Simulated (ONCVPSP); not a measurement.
# Transferability test, ONCV potential for bismuth

ONCVPSP 4.0.1 input, shortened (lines: element, Z, core and valence counts, functional; n l f; lmax; l rc ep ncon nbas qcut; lloc lpopt rc5 dvloc0; l nproj debl; icmod fcfact rcfact), revPBE, scalar-relativistic:

```
  Bi 83.00   12    3  -102130      upf
    1    0    2.00
    2    0    2.00
    2    1    6.00
    3    0    2.00
    3    1    6.00
    3    2   10.00
    4    0    2.00
    4    1    6.00
    4    2   10.00
    4    3   14.00
    5    0    2.00
    5    1    6.00
    5    2   10.00
    6    0    2.00
    6    1    3.00
    2
    0    1.55    0.00    3    7    4.30
    1    2.70    0.00    5    8    2.60
    2    1.55    0.00    4    9    8.20
    4    5    1.30    4.00
    0    2    1.80
    1    2    2.90
    2    1    2.40
    0    0.00    0.00
```

Energies are relative to the spin-unpolarised reference configuration 5d10 6s2 6p3; without spin polarisation the order of configurations can differ from experiment.

(1) Give the all-electron excitation energy and the error of the potential for: 5d10 6s2 6p2; 5d10 6s2 6p1; 5d10 6s2 6p0; 5d10 6s1 6p3.

Levels in the configuration 5d10 6s2 6p1:

```json
{"level": "5d", "all-electron (eV)": "-44.497", "pseudo (eV)": "-44.434"}
{"level": "6s", "all-electron (eV)": "-30.608", "pseudo (eV)": "-30.611"}
{"level": "6p", "all-electron (eV)": "-19.076", "pseudo (eV)": "-19.080"}
```

Note: ghosts flagged at negative energy: s at -97.7 eV; GHOST(+) flagged for p at 68.4 eV, s at 375.6 eV. A true bound ghost makes a file unfit for plane-wave use.

## Answers

(1)

```csv
valence configuration,charge,ΔE all-electron (eV),error AE − PS (meV)
5d10 6s2 6p2,+1,7.842,-4.0
5d10 6s2 6p1,+2,22.990,-14
5d10 6s2 6p0,+3,46.198,-30
5d10 6s1 6p3,+1,18.660,-5.3
```
